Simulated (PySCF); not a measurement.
Electron correlation in Mn (manganese, neutral)

[Ar] 3d5 4s2, high-spin 6S determinant. All numbers are calculated (PySCF 2.14, scalar relativity by spin-free X2C-1e, in x2c-TZVPPall (6s5p4d2f1g, 64 functions)). Frozen: [Ne]; 15 electrons correlated.

| level | correlation energy (mhartree) |
| --- | --- |
| CCSD | -452.36 |
| (T) | -12.09 |
| CCSD(T) | -464.45 |

Diagnostics: T1 = 0.018, D1 = 0.0779, largest double amplitude 0.113.

Cost of the coupled-cluster step: roughly 8 core-seconds, for 15 correlated electrons.

Iterations:

```
CC2 = 0
CCSD nocc = (np.int64(10), np.int64(5)), nmo = (59, 59)
frozen orbitals [[0, 1, 2, 3, 4], [0, 1, 2, 3, 4]]
max_cycle = 100
direct = 0
conv_tol = 1e-08
conv_tol_normt = 1e-06
diis_space = 8
diis_start_cycle = 0
Init t2, MP2 energy = -0.445425924200893
Init E_corr(UCCSD) = -0.445425924212538
cycle = 1  E_corr(UCCSD) = -0.441536165510974  dE = 0.0038897587  norm(t1,t2) = 0.0818685
cycle = 2  E_corr(UCCSD) = -0.450361942102361  dE = -0.00882577659  norm(t1,t2) = 0.0286019
cycle = 3  E_corr(UCCSD) = -0.451152003573781  dE = -0.000790061471  norm(t1,t2) = 0.0150572
cycle = 4  E_corr(UCCSD) = -0.452394232029826  dE = -0.00124222846  norm(t1,t2) = 0.0053571
cycle = 5  E_corr(UCCSD) = -0.452374154971487  dE = 2.00770583e-05  norm(t1,t2) = 0.00136804
cycle = 6  E_corr(UCCSD) = -0.452327077810416  dE = 4.70771611e-05  norm(t1,t2) = 0.000783791
cycle = 7  E_corr(UCCSD) = -0.452366023850444  dE = -3.894604e-05  norm(t1,t2) = 0.000391047
cycle = 8  E_corr(UCCSD) = -0.452363417823495  dE = 2.60602695e-06  norm(t1,t2) = 0.000103767
cycle = 9  E_corr(UCCSD) = -0.452360977540802  dE = 2.44028269e-06  norm(t1,t2) = 2.677e-05
cycle = 10  E_corr(UCCSD) = -0.452361308659825  dE = -3.31119023e-07  norm(t1,t2) = 6.7595e-06
cycle = 11  E_corr(UCCSD) = -0.452361512845347  dE = -2.04185521e-07  norm(t1,t2) = 2.85805e-06
cycle = 12  E_corr(UCCSD) = -0.452361439441724  dE = 7.34036229e-08  norm(t1,t2) = 7.97246e-07
cycle = 13  E_corr(UCCSD) = -0.452361462501417  dE = -2.30596932e-08  norm(t1,t2) = 1.98678e-07
cycle = 14  E_corr(UCCSD) = -0.452361464501564  dE = -2.00014699e-09  norm(t1,t2) = 4.50367e-08
UCCSD converged
E(UCCSD) = -1157.826758950002  E_corr = -0.4523614645015639
UCCSD(T) correction = -0.0120857857354567
```

This basis was not built for core-valence correlation, so the inner-shell part is incomplete.
